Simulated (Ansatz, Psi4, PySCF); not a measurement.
F2Sr, singlet, at a GFN2-xTB geometry (such geometries of metal compounds can be far from the true shape) (core potentials on Sr). Base run: PySCF with R2SCAN/def2-SVP.

Here is a job for PySCF.
```python
from pyscf import gto, scf, dft

mol = gto.M(
    atom='''
Sr   -0.410213   -0.094669   -0.036572
F     0.687513    1.358642   -0.920318
F     1.044498   -0.958929    1.074731
''',
    basis='def2-svp',
    ecp={'Sr': 'def2-svp'},
    charge=0,
    spin=0,
    verbose=4,
)

mf = dft.RKS(mol)
mf.xc = 'r2scan'
mf.kernel()
```

The same geometry, method and basis name were run in Ansatz (an electronic-structure program) and Psi4 and PySCF, at each program's defaults and at the settings that a row names. The base is PySCF at its defaults. Differences at the defaults can come from grids, fitting, cores and function types together.

```
code and settings                                                                             ΔE vs base (mEh)  basis functions      E (Eh)  SCF cycles  dipole (D)
--------------------------------------------------------------------------------------------  ----------------  ---------------  ----------  ----------  ----------
PySCF, defaults (exact integrals, its default grid, spherical functions)                                 0.000               51  -230.29106          11        7.93
Psi4, defaults (density fitting with its default set, its default grid, spherical functions)                 ?               51           ?           8        7.93
Ansatz, defaults (factorised integrals, its default grid, spherical functions)                          -0.025               51  -230.29108           -           -
PySCF, density fitting with def2-universal-jkfit                                                             ?               51           ?          11           ?
PySCF, fine grid                                                                                         0.024               51  -230.29103          11        7.93
Psi4, exact integrals, spherical functions, fine grid                                                   -0.015               51  -230.29107          11        7.93
Ansatz, high accuracy                                                                                   -0.029               51  -230.29109           -           -
```

Task: Fill in the missing entries.

Result: 
- Psi4, defaults (density fitting with its default set, its default grid, spherical functions), ΔE vs base (mEh): -0.157
- Psi4, defaults (density fitting with its default set, its default grid, spherical functions), E (Eh): -230.29121
- PySCF, density fitting with def2-universal-jkfit, ΔE vs base (mEh): -0.084
- PySCF, density fitting with def2-universal-jkfit, E (Eh): -230.29114
- PySCF, density fitting with def2-universal-jkfit, dipole (D): 7.94
